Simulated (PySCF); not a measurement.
C4H8OPSi (doublet state).
Geometry (GFN2-xTB, Å), atoms numbered from 1 in this order:
```
atom  x, y, z in Å
P1     3.0071   -0.3271   -0.0643
Si2    0.9132    0.2253   -0.5985
C3    -0.3720   -1.0151    0.0684
C4    -1.7221   -0.3266    0.2402
C5    -1.6294    1.0195    0.9560
C6    -0.5555    1.7553    0.9001
O7     0.6075    1.5661    0.3220
H8     3.1635   -1.1717   -1.1477
H9     3.5721    0.7438   -0.7318
H10    0.6193    0.5823   -1.9950
H11   -0.0332   -1.3822    1.0404
H12   -0.4937   -1.8850   -0.5760
H13   -2.1786   -0.1579   -0.7401
H14   -2.3956   -0.9640    0.8177
H15   -2.5069    1.3453    1.4867
```

The hyperfine couplings belong to this conformer and change with its torsions.

Identity: `P[Si@H]1CCC=[C]O1` [radical].

Method: UKS B3LYP, pcH-1 on C H O P Si, non-relativistic, mean-field spin-orbit, GIAO in PySCF 2.14.0. Isolated species at its GFN2-xTB geometry (one conformer only). The geometry wasn't refined by DFT: couplings that depend on bond lengths, twists or pyramidal angles can differ widely from those at the functional's own minimum. No stability test was run, so a lower SCF solution isn't excluded.

Principal values of hyperfine tensors in MHz (contact, dipolar and spin–orbit terms together), for some of the nuclei:

```json
{"atom": "O7", "isotope": "17O", "A1": "-162.56", "A2": "-118.81", "A3": "-115.15"}
{"atom": "C5", "isotope": "13C", "A1": "39.02", "A2": "59.26", "A3": "85.50"}
{"atom": "C4", "isotope": "13C", "A1": "40.03", "A2": "40.54", "A3": "61.13"}
{"atom": "H15", "isotope": "1H", "A1": "37.54", "A2": "39.16", "A3": "58.79"}
{"atom": "Si2", "isotope": "29Si", "A1": "-59.44", "A2": "-34.84", "A3": "-34.56"}
{"atom": "H13", "isotope": "1H", "A1": "-16.26", "A2": "-13.61", "A3": "-7.02"}
{"atom": "H12", "isotope": "1H", "A1": "9.94", "A2": "10.17", "A3": "13.40"}
{"atom": "C3", "isotope": "13C", "A1": "-5.85", "A2": "-5.65", "A3": "-3.43"}
```

Give the isotropic coupling of each nucleus in MHz and in mT (g = 2.0026), and the anisotropic part.

a_iso is a third of the trace, T = A − a_iso, and a(mT) = a(MHz)/(g × 13.996). The tensors hold a spin–orbit part: the run splits a_iso into a_FC + a_SO, and T includes its anisotropic share.

```
atom  a_iso (MHz)     a_FC   a_SO  a_iso (mT)      T1     T2     T3
  O7      -132.17  -132.18   0.00      -4.715  -30.39  13.37  17.03
  C5        61.26    61.30  -0.04       2.186  -22.24  -2.00  24.24
  C4        47.23    47.24  -0.01       1.685   -7.20  -6.69  13.89
 H15        45.16    45.17  -0.01       1.611   -7.63  -6.00  13.63
 Si2       -42.95   -43.05   0.10      -1.532  -16.49   8.11   8.38
 H13       -12.30   -12.30   0.00      -0.439   -3.96  -1.31   5.28
 H12        11.17    11.17   0.00       0.398   -1.23  -1.00   2.23
  C3        -4.98    -4.98   0.00      -0.178   -0.88  -0.67   1.55
```

What spin density at the nucleus of H13 lies behind its contact coupling (g_N = 5.58569)?

a_FC = 800.24 MHz bohr³ × g_N × ρ(0)/(2S). With a_FC = -12.30 MHz and 2S = 1, ρ(0) = -0.002752 bohr⁻³. In magnitude that is 0.9 % of the 1/π = 0.318 of a free hydrogen atom.

C6 (13C, g_N = 1.40482) isn't in the table. Its spin density at the nucleus is 0.4459 bohr⁻³. What is its contact coupling?

By the same relation, a_FC = 501.2 MHz. The spin–orbit term adds -0.09 MHz. Its full tensor has the principal values 424.73, 446.81, 631.91 MHz.

Which nucleus of the table has the largest anisotropic coupling, and what is its form?

O7: -30.4, 13.4, 17.0 MHz, rhombic: the two smaller values differ by 12 % of the largest.

What first-order splitting does C5 cause when the field lies along A1, A2 or A3 of its tensor (g taken as isotropic, no quadrupole term)?

2 lines (I = 1/2), spaced by |A_i|/(g × 13.996): 1.39, 2.11, 3.05 mT along the axes of A1, A2 and A3.
